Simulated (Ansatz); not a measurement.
Computed with Ansatz.

A structure relaxed at PBE0-D4/def2-TZVP, charge 0, multiplicity 1:

Cartesian coordinates in Å:
```
O 1.703 -0.188 -0.917
B 0.492 -0.169 -0.325
C -0.542 0.269 0.734
N -0.797 -0.584 -0.463
H 2.381 0.240 -0.391
H -0.689 -0.220 1.696
H -0.934 1.288 0.709
H -1.613 -0.636 -1.043
```

**Question.** Give its formula and SMILES.

**Answer.** CH4BNO, `OB1CN1`.

**Question.** Summarise the bond lengths by kind.

**Answer.** 1 × B–O 1.349 Å; 1 × H–O 0.959 Å; 1 × B–C 1.543 Å; 1 × B–N 1.361 Å; 1 × C–N 1.492 Å; 2 × C–H 1.089 to 1.092 Å; 1 × H–N 1.003 Å.
